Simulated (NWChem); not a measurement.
System meant: SnH$_{3}$O$_{3}$ cation; SMILES [OH][Sn+]([OH])[OH]

Input file for NWChem:

```
start job
memory heap 200 mb stack 900 mb global 1100 mb
charge 1
geometry units angstroms noautoz
  Sn     0.035170     0.020644     0.000241
  O      0.227885    -1.886776    -0.000021
  H      1.134339    -2.237592     0.006821
  O     -1.793011     0.575277    -0.000368
  H     -1.935415     1.537978    -0.001506
  O      1.374563     1.403005    -0.001227
  H      2.305962     1.124354    -0.002179
end
basis spherical
  * library def2-svp
end
ecp
  Sn library def2-ecp
end
dft
  xc b3lyp
  iterations 4
  mulliken
end
task dft energy
```

End of the output:

```
    Atom       Charge   Shell Charges
 -----------   ------   -------------------------------------------------------
    1 Sn  22    20.92   1.17  0.76  0.71  0.30  3.01  2.84  1.09  0.49  9.50  1.06
    2 O    8     8.16   1.97  0.91  0.62  2.66  1.98  0.01
    3 H    1     0.87   0.53  0.16  0.18
    4 O    8     8.17   1.97  0.91  0.62  2.66  1.99  0.01
    5 H    1     0.86   0.53  0.15  0.18
    6 O    8     8.15   1.97  0.91  0.62  2.63  1.99  0.01
    7 H    1     0.87   0.53  0.16  0.18

 center of mass
 --------------
 x =  -0.01042838 y =  -0.00998214 z =   0.00000496

 moments of inertia (a.u.)
 ------------------
         372.129181696351          -0.000000000000          -0.000000000000
          -0.000000000000         325.558174597815           0.000000000000
          -0.000000000000           0.000000000000         697.686915088105

     Multipole analysis of the density
     ---------------------------------

     L   x y z        total         alpha         beta         nuclear
     -   - - -        -----         -----         ----         -------
     0   0 0 0      1.000000    -24.000000    -24.000000     49.000000

     1   1 0 0      1.121258      0.946642      0.946642     -0.772025
     1   0 1 0      0.705680      0.287247      0.287247      0.131186
     1   0 0 1      0.004272      0.007664      0.007664     -0.011056

     2   2 0 0    -17.382700   -100.828769   -100.828769    184.274839
     2   1 1 0     -2.616958      0.057373      0.057373     -2.731705
     2   1 0 1      0.019487      0.000513      0.000513      0.018462
     2   0 2 0    -27.774218   -112.955540   -112.955540    198.136862
     2   0 1 1     -0.020481      0.001375      0.001375     -0.023232
     2   0 0 2    -26.428419    -13.214294    -13.214294      0.000169

 ------------------------------------------------------------------------
 dft energy failed                                                                                  0
 ------------------------------------------------------------------------
 ------------------------------------------------------------------------
  current input line :
    24: task dft energy
 ------------------------------------------------------------------------
 ------------------------------------------------------------------------
 This type of error is most commonly associated with calculations not reaching convergence criteria
 ------------------------------------------------------------------------
 For more information see the NWChem manual at https://nwchemgit.github.io

0:dft energy failed:Received an Error in Communication
```

Can this run be used? If not, why, and what is the fix?

Convergence was not reached. Cause: the SCF was allowed too few iterations. This input runs:
```
start job
memory heap 200 mb stack 900 mb global 1100 mb
charge 1
geometry units angstroms noautoz
  Sn     0.035170     0.020644     0.000241
  O      0.227885    -1.886776    -0.000021
  H      1.134339    -2.237592     0.006821
  O     -1.793011     0.575277    -0.000368
  H     -1.935415     1.537978    -0.001506
  O      1.374563     1.403005    -0.001227
  H      2.305962     1.124354    -0.002179
end
basis spherical
  * library def2-svp
end
ecp
  Sn library def2-ecp
end
dft
  xc b3lyp
  iterations 150
  mulliken
end
task dft energy
```
It converges to -441.37592 Ha (B3LYP/def2-SVP with def2 effective core potentials on Sn).
